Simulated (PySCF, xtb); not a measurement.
Si(Cl)2 anion (Cl2Si), SMILES Cl[Si]Cl (connectivity only; charge and spin as stated), charge -1, multiplicity 2.

Harmonic wavenumbers (cm⁻¹) from GFN2-xTB run with xtb 6.7.1 at its own minimum, in rising order: 103, 192, 278.

### Question
What does PBE-D3(BJ)/def2-SVPD run with PySCF 2.14.0 give at its own minimum? (The exact figures need the calculation; the answer reports its results.)

### Answer
135, 340, 375. Paired by order, the mean absolute difference is 92 cm⁻¹ and the zero-point energies are 0.8 and 1.2 kcal/mol.
